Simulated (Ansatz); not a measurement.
The cluster Zr₄O₁₀H₄⁻. Charge -1, multiplicity 2. Geometry PBE-D4/def2-SVP, that of the neutral singlet; atoms count from 1.

```xyz
18

Zr    1.177   -0.947    0.657
Zr   -2.006   -0.774    1.864
Zr    1.480    1.239   -1.835
Zr   -1.286    0.223   -1.167
O     2.276    2.835   -2.599
O    -3.070   -0.381    0.007
O     2.237   -0.659   -1.241
O     0.163    1.337   -0.350
O    -0.059   -1.470    2.409
O    -0.004    0.013    2.153
O     2.700    0.340   -0.209
O    -0.137    0.548   -2.776
O    -2.424    0.872    0.528
O    -0.462   -1.353   -0.385
H     2.656    3.622   -3.012
H    -3.062   -0.467    3.377
H     2.187   -2.435    1.140
H    -2.364   -2.543    1.440
```

In the def2 sets Zr takes a core potential; there is no spin–orbit coupling. The structure holds 3 bonds between oxygen atoms, so isomers without such links may lie far lower. The highest occupied level of the charge -1 doublet lies above zero (up to 0.26 eV). By energy differences its removal costs 1.13 eV (vertical, to the charge 0 singlet, at PBE0-D4/def2-SVP); self-interaction error and the lack of diffuse functions both raise the level. The structure comes from a short search, and lower isomers may exist.

Estimate the Mulliken populations from the PBE0/def2-SVP orbitals of Ansatz.


```
atom  charge (e)  spin (α − β)  d electrons
 Zr1        1.12          0.15         1.85
 Zr2        1.06          0.02         1.91
 Zr3        1.15          0.11         2.02
 Zr4        0.90          0.79         2.06
  O5       -0.47          0.00            –
  O6       -0.38         -0.01            –
  O7       -0.41          0.00            –
  O8       -0.62         -0.02            –
  O9       -0.38          0.00            –
 O10       -0.41          0.00            –
 O11       -0.43          0.00            –
 O12       -0.61         -0.01            –
 O13       -0.41          0.00            –
 O14       -0.60         -0.01            –
 H15        0.19          0.00            –
 H16       -0.24          0.00            –
 H17       -0.22         -0.01            –
 H18       -0.24          0.00            –
```
Mulliken values and Mayer orders depend strongly on the basis.

Where does the spin sit?

Summed by element: Zr 1.06, O -0.05, H -0.01, of 1 unpaired in all. Largest on single atoms: Zr4 0.79, Zr1 0.15, Zr3 0.11.

And the Mayer bond orders between bonded heavy atoms (over 0.3)?

Zr1–O7 0.46 (2.19 Å); Zr1–O9 0.45 (2.21 Å); Zr1–O10 0.55 (2.13 Å); Zr1–O11 0.54 (2.17 Å); Zr1–O14 1.04 (1.98 Å); Zr2–O6 0.57 (2.18 Å); Zr2–O9 0.56 (2.14 Å); Zr2–O10 0.49 (2.17 Å); Zr2–O13 0.57 (2.16 Å); Zr3–O5 1.19 (1.94 Å); Zr3–O7 0.54 (2.13 Å); Zr3–O8 1.02 (1.99 Å); Zr3–O11 0.42 (2.22 Å); Zr3–O12 1.16 (1.99 Å); Zr4–O6 0.43 (2.22 Å); Zr4–O8 0.84 (2.00 Å); Zr4–O12 0.96 (2.00 Å); Zr4–O13 0.48 (2.14 Å); Zr4–O14 0.93 (1.94 Å); O6–O13 0.88 (1.50 Å); O7–O11 0.88 (1.51 Å); O9–O10 0.88 (1.51 Å).
